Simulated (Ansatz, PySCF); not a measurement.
AlH3, SMILES [AlH3].

Geometry: ωB97X-D3(BJ)/def2-TZVPD. The isomer is the one that the SMILES or the coordinates give; other isomers of the formula were not compared.

Two levels are set side by side: PBE/def2-TZVPD (Ansatz, an electronic-structure program) and EOM-CCSD/aug-cc-pVDZ (PySCF). PBE by ΔSCF, the other level by its IP root; same geometry, the bases differ. Differences are taken from unrounded values.

```
quantity                         EOM-CCSD
-------------------------------  --------
vertical ionisation energy (eV)     11.35
```

Problem. What does PBE give, and how far is it from EOM-CCSD? (An estimate is asked for; the answer gives what the named calculation found.)

Solution. 
```csv
quantity,PBE,PBE minus EOM-CCSD
vertical ionisation energy (eV),10.92,-0.43
```
